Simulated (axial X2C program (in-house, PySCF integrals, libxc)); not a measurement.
Low determinants of TiC at the PBE0 level, two-component

All values were computed with an in-house relativistic program for diatomic molecules. Two-component (2c) means X2C with spin–orbit coupling and atomic mean-field two-electron Coulomb and Gaunt terms. Basis: Ti dyall-cv3z [10s10p6d4f2g], C dyall-v3z [7s6p2d1f] (cores contracted in-house); Gaussian nuclei, density fitting, unrestricted open shells. Masses: Ti 47.948 u, C 12.000 u.

Search at 1.643 Å (vertical energies from the lowest determinant):

| ΔE (eV) | state | electrons beyond evenly filled partner blocks | electrons in ±ω = 1/2, 3/2, 5/2, 7/2 |
| --- | --- | --- | --- |
| 0.00 | Ω = 1 | 2 × ω = 1/2 | 22 6 0 0 |
| 0.19 | Ω = 0 | none | 22 6 0 0 |
| 0.72 | Ω = 1 | ω = -1/2, ω = 3/2 | 21 7 0 0 |
| 0.74 | Ω = 3 | ω = 1/2, ω = 5/2 | 21 6 1 0 |
| 0.79 | Ω = 2 | ω = 1/2, ω = 3/2 | 23 5 0 0 |
| 0.87 | Ω = 1 | ω = -1/2, ω = 3/2 | 23 5 0 0 |
| 0.87 | Ω = 2 | ω = 1/2, ω = 3/2 | 21 7 0 0 |

Lowest determinant, Ω = 1 (⟨Sz⟩ = 1.00, ⟨Lz⟩ = 0.00 at PBE0): Re = 1.642 Å, ωe = 1027.3 cm⁻¹.

The determinant in row 2 of the search, Ω = 0 (closed shell), was followed along the bond at PBE0; measured from the minimum of the lowest determinant it gives:

Te = 0.145 eV (1167 cm⁻¹), Re = 1.586 Å, ωe = 990.1 cm⁻¹.

Problem. Compare the bond of the determinant in row 2 with that of the lowest one.

Solution. At PBE0 its Re is 0.056 Å shorter and its force constant, which goes as ωe², is 0.93 times that of the lowest determinant. T0 ≈ Te + Δωe/2 = 1167 + (-19) = 1148 cm⁻¹.

The search compares states at one distance, so a state with another bond length can lie lower; it is not exhaustive and yields mostly the lowest determinant of each block pattern, so other components and higher states of one pattern are missing. These are energies of single determinants, not of spin-adapted states; PBE0 term energies can be off by some tenths of an eV, and the functional has no current term. Open-shell Ω = 0 determinants with evenly filled partner blocks cannot be reached by this program, so the Ω shown need not be the lowest component. The lowest determinant need not be the ground state where others lie within half an eV.
